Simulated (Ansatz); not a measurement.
Species: 3,3,3-trifluoroprop-1-yne, C3HF3, charge 0, multiplicity 1. SMILES: C#CC(F)(F)F
Geometry: optimised at B3LYP-D3(BJ)/def2-TZVP (Ansatz, a first-principles code).

Wanted: vertical ionisation energy (to the doublet state of charge +1; each state is the SCF solution reached for its spin; the molecule has degenerate orbitals, so one determinant may break the symmetry), in eV. Valence correlation only, unless marked. Open shells are spin-unrestricted. Spin-orbit coupling is left out. Non-relativistic. CBS(X,Y): correlation extrapolated as X^-3; Hartree-Fock from the larger set. [CCSD(T)-MP2]/basis is that difference in the basis named.

```csv
level,program,vertical ionisation energy (eV)
SVWN5/def2-TZVPD,Ansatz,12.10
PBE/def2-TZVPD,Ansatz,11.78
r2SCAN/def2-TZVPD,Ansatz,(withheld)
B3LYP/def2-TZVPD,Ansatz,(withheld)
BHLYP/def2-TZVPD,Ansatz,(withheld)
CAM-B3LYP/def2-TZVPD,Ansatz,12.08
wB97M-V/def2-TZVPD,Ansatz,12.01
wB97X-V/def2-TZVPD,Ansatz,12.02
B2PLYP/def2-TZVPD,Ansatz,(withheld)
CCSD/aug-cc-pVDZ,Ansatz,12.03
CCSD/aug-cc-pVTZ,Ansatz,12.11
"RI-MP2/CBS(aug-cc-pVTZ,aug-cc-pVQZ)+[CCSD(T)-MP2]/aug-cc-pVTZ",Ansatz,12.34
```

### Question
What belongs in the gaps?

### Answer

- r2SCAN/def2-TZVPD, vertical ionisation energy (eV): 11.80
- B3LYP/def2-TZVPD, vertical ionisation energy (eV): 12.00
- BHLYP/def2-TZVPD, vertical ionisation energy (eV): 11.87
- B2PLYP/def2-TZVPD, vertical ionisation energy (eV): 12.12
